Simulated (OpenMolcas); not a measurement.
Fe4+ in a point-charge field

Fe4+ among 4 point charges of -2 e arranged as a tetrahedron (Td), 1.73 Å from the ion.
```
   0.9988    0.9988    0.9988  -2.00
   0.9988   -0.9988   -0.9988  -2.00
  -0.9988    0.9988   -0.9988  -2.00
  -0.9988   -0.9988    0.9988  -2.00
```

| Item | Value |
| --- | --- |
| Program | OpenMolcas 26.06 |
| Method | CASSCF |
| Basis | ANO-RCC-VDZP [5s4p2d1f] |
| Scalar Hamiltonian | DKH2, point nucleus |
| Active space | 4 electrons in 5 orbitals (3d) |
| State averaging | 2S+1 = 5 even, 5 roots; 2S+1 = 3 even, 45 roots; 2S+1 = 1 even, 50 roots |
| Spin-orbit coupling | state interaction with AMFI integrals over the reference wave functions |

The lowest spin-free states (labels of Td), above the lowest:

```
State  Degeneracy  E (cm-1)  Free-ion L (%)
  5T2           3       0.0         D (100)
   5E           2      1776         D (100)
  3T1           3     25980          H (90)
  3T2           3     26651          H (96)
  3T1           3     27669          H (85)
   3E           2     28028          H (99)
  3T1           3     30160          P (72)
  3T2           3     31309          F (83)
  3T1           3     31783          F (65)
  3A2           1     32110         F (100)
  3T2           3     33469          G (86)
   3E           2     34451          G (99)
  3T1           3     35289          G (89)
  3A1           1     35466         G (100)
  1A1           1     37810          I (69)
  1T1           3     38829          I (82)
  1T2           3     39808          I (98)
   1E           2     41208          I (68)
  1A2           1     41341         I (100)
  1T2           3     41548          I (95)
```

The lowest levels with spin-orbit coupling:

```json
{"E (cm-1)": "0.0", "Degeneracy": "1", "Label": "A1", "2S+1": "5"}
{"E (cm-1)": "98.9", "Degeneracy": "3", "Label": "T1", "2S+1": "5"}
{"E (cm-1)": "207.8", "Degeneracy": "3", "Label": "T2", "2S+1": "5"}
{"E (cm-1)": "510.9", "Degeneracy": "2", "Label": "E", "2S+1": "5"}
{"E (cm-1)": "597.8", "Degeneracy": "3", "Label": "T1", "2S+1": "5"}
{"E (cm-1)": "869.4", "Degeneracy": "3", "Label": "T2", "2S+1": "5"}
{"E (cm-1)": "2287", "Degeneracy": "1", "Label": "A2", "2S+1": "5"}
{"E (cm-1)": "2349", "Degeneracy": "3", "Label": "T2", "2S+1": "5"}
{"E (cm-1)": "2402", "Degeneracy": "2", "Label": "E", "2S+1": "5"}
{"E (cm-1)": "2436", "Degeneracy": "3", "Label": "T1", "2S+1": "5"}
{"E (cm-1)": "2469", "Degeneracy": "1", "Label": "A1", "2S+1": "5"}
{"E (cm-1)": "25974", "Degeneracy": "1", "Label": "A1", "2S+1": "3"}
{"E (cm-1)": "26255", "Degeneracy": "3", "Label": "T1", "2S+1": "3"}
{"E (cm-1)": "26493", "Degeneracy": "2", "Label": "E", "2S+1": "3"}
{"E (cm-1)": "26614", "Degeneracy": "3", "Label": "T2", "2S+1": "3"}
{"E (cm-1)": "26991", "Degeneracy": "3", "Label": "T1", "2S+1": "3"}
{"E (cm-1)": "27133", "Degeneracy": "2", "Label": "E", "2S+1": "3"}
{"E (cm-1)": "27294", "Degeneracy": "3", "Label": "T2", "2S+1": "3"}
{"E (cm-1)": "27400", "Degeneracy": "1", "Label": "A2", "2S+1": "3"}
{"E (cm-1)": "27901", "Degeneracy": "3", "Label": "T2", "2S+1": "3"}
```

Powder χT (cm3 K/mol): 0.0317 at 2 K, 0.158 at 10 K, 0.75 at 50 K, 1.15 at 100 K, 1.53 at 200 K, 1.79 at 300 K. The effective moment at 300 K is 2.828 √(χT) = 3.79 μB.

The lowest level has 2S+1 = 5, for which the spin-only value is χT = S(S+1) / 2 = 3.000 cm3 K/mol (g = 2). The computed 1.795 at 300 K differs by -1.205, through orbital momentum, spin-orbit coupling and any other state in reach. With a threefold ground state the orbital momentum is unquenched, so the spin-only value is not expected to hold.

An orbital triplet at a regular site is open to Jahn-Teller coupling, which can distort the site and quench the lowest spin-orbit gaps and is left out. Without dynamic correlation the repulsion within the d shell is too large (B by tens of per cent), so at a given field states of lower spin stand too high. The ground term spreads over less than 5000 cm-1, several times less than with real ligands, so orbital moments are less quenched and χT lies further from the spin-only value than at real sites. This is an electrostatic model: the charges have no orbitals. No measured value stands beside these numbers.

The RASSCF and RASSI steps took 26 s on 1 thread of Intel(R) Xeon(R) Platinum 8488C (Sapphire Rapids), on a shared host; the integral step is not counted.
